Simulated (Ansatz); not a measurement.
Ansatz (a quantum-chemistry and plane-wave program) input for hydrogen telluride (H2Te), SMILES [TeH2], PBE/def2-TZVPD. Coordinates come from a PBE-D3(BJ)/def2-TZVPD optimisation. The def2 effective core potentials stand for the cores of Te; spin–orbit coupling is left out.

Ansatz 0.2 input:
```yaml
crystal:
  periodic: [false, false, false]
  atoms:
    - {symbol: Te, position_ang: [0.00000000, -0.00000001, 0.04387175]}
    - {symbol: H, position_ang: [0.00000000, -1.17877998, -1.14066564]}
    - {symbol: H, position_ang: [0.00000000, 1.17878037, -1.14066525]}
basis:
  gaussian:
    orbitals: def2-TZVPD
hamiltonian:
  xc: {name: PBE}
```

It prints:

```
WARN ansatz: RAYON_NUM_THREADS=1 ignored (pool sized by the plan → 1); use --threads N
Functional definition: PBE
integrals: 0.01 GiB planned
551 factors; their error is unknown
mean field: 0.15 GiB planned
mean field evaluation 1: about -7324.8712 eV, gradient 1.1e1 eV
mean field evaluation 2: about -7324.8070 eV, gradient 1.4e1 eV
mean field evaluation 4: about -7325.2784 eV, gradient 8.1e-1 eV
mean field evaluation 8: about -7325.2758 eV, gradient 8.7e-3 eV
mean field -7325.27575530 eV, -269.1989187571 hartree, gradient 3.8e-5 eV, S^2 0.000000; 0 other end points of the search recorded, 0 dependent functions left out
reference -7325.27579662 eV, -269.1989202754 hartree; 13, 13 occupied and 64, 64 virtual orbitals, 551 factors
Total energy: -7325.27579662 eV, -269.1989202754 hartree
```

The run converged.

Cost: about 0.9 core-seconds (a rough figure).
